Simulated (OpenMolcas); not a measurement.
V2+ (d3) among equal point charges was computed by CASSCF with the d shell active (OpenMolcas, ANO-RCC-VDZP on the metal). Its lowest spin-free states, and all those of the highest spin:

```json
{"2S+1": "4", "Degeneracy": "1", "E (cm-1)": "0.0"}
{"2S+1": "4", "Degeneracy": "2", "E (cm-1)": "10659"}
{"2S+1": "4", "Degeneracy": "1", "E (cm-1)": "11107"}
{"2S+1": "2", "Degeneracy": "1", "E (cm-1)": "14953"}
{"2S+1": "2", "Degeneracy": "1", "E (cm-1)": "15103"}
{"2S+1": "2", "Degeneracy": "2", "E (cm-1)": "15746"}
{"2S+1": "2", "Degeneracy": "1", "E (cm-1)": "15852"}
{"2S+1": "4", "Degeneracy": "1", "E (cm-1)": "17438"}
{"2S+1": "4", "Degeneracy": "2", "E (cm-1)": "19048"}
{"2S+1": "2", "Degeneracy": "1", "E (cm-1)": "20990"}
{"2S+1": "2", "Degeneracy": "2", "E (cm-1)": "21378"}
{"2S+1": "2", "Degeneracy": "1", "E (cm-1)": "23326"}
{"2S+1": "4", "Degeneracy": "2", "E (cm-1)": "29913"}
{"2S+1": "4", "Degeneracy": "1", "E (cm-1)": "30083"}
```

Is the site octahedral, tetrahedral or cube-like, axial, or of lower symmetry?

The states with 2S+1 = 4 have orbital degeneracies 1, 2, 1, 1, 2, 2, 1. There are pairs but no triples, so the site is axial: not cubic, but with a proper or improper axis of order three or more. The run had V2+ among 6 point charges of -2 e arranged as a tetragonal octahedron (D4h), 1.86 Å from the ion, with the axial distance 1.916 Å. The active orbitals were held to one l.

Without dynamic correlation the repulsion within the d shell is too large (B by tens of per cent), so at a given field states of lower spin stand too high. This is an electrostatic model: the charges have no orbitals. No measured value stands beside these numbers.
